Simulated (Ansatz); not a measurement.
```xyz
9

N     0.400   -1.187   -0.022
B    -0.050    0.148    0.177
N    -0.338    1.007   -0.910
O    -0.230    0.677    1.442
H     0.614   -1.819    0.726
H     0.536   -1.589   -0.931
H    -0.655    1.946   -0.756
H    -0.249    0.751   -1.874
H    -0.027    0.066    2.149
```

Total charge 0; spin multiplicity 1.

Problem. List the CAM-B3LYP/def2-TZVPP orbital energies in eV (Ansatz 0.2.0). (An estimate is asked.)

Solution. Computed: Occupied: -522.02, -390.72, -390.46, -185.76, -29.47, -25.53, -24.79, -16.95, -15.92, -15.35, -14.12, -13.30, -11.78, -11.37, -9.28, -8.28. Lowest empty: 1.40, 2.43, 2.91, 3.55, 4.02, 4.06, 4.45, 5.34.
